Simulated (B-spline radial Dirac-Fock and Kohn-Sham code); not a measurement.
**X-ray form factors of rhenium in several charge states**

Model: Dirac-Fock orbitals of the configuration average with a finite nucleus. Program: a radial B-spline solver.

Configurations: Re¹⁵⁺ [Kr] 4d10 4f12 5s2; Re¹⁸⁺ [Kr] 4d10 4f11; Re¹⁹⁺ [Kr] 4d10 4f10. The first column is f₀ of Re¹⁵⁺, the others are differences from it.

```csv
s (Å⁻¹),Re¹⁵⁺,Δ Re¹⁸⁺,Δ Re¹⁹⁺
0,60.000,-3.000,-4.000
0.05,59.794,-2.953,-3.944
0.1,59.186,-2.814,-3.779
0.15,58.197,-2.596,-3.519
0.2,56.866,-2.314,-3.180
0.25,55.238,-1.989,-2.787
0.3,53.370,-1.642,-2.364
0.35,51.316,-1.295,-1.935
0.4,49.136,-0.966,-1.523
0.45,46.881,-0.671,-1.143
0.5,44.599,-0.418,-0.810
0.6,40.115,-0.057,-0.305
0.7,35.924,+0.121,-0.012
0.8,32.161,+0.164,+0.114
0.9,28.879,+0.131,+0.133
1,26.078,+0.070,+0.101
1.1,23.726,+0.014,+0.056
1.2,21.775,-0.024,+0.019
1.4,18.842,-0.043,-0.011
1.6,16.819,-0.019,+0.001
```

Values without a named source are computed, but for edge energies of neutral atoms, which are taken from tables.
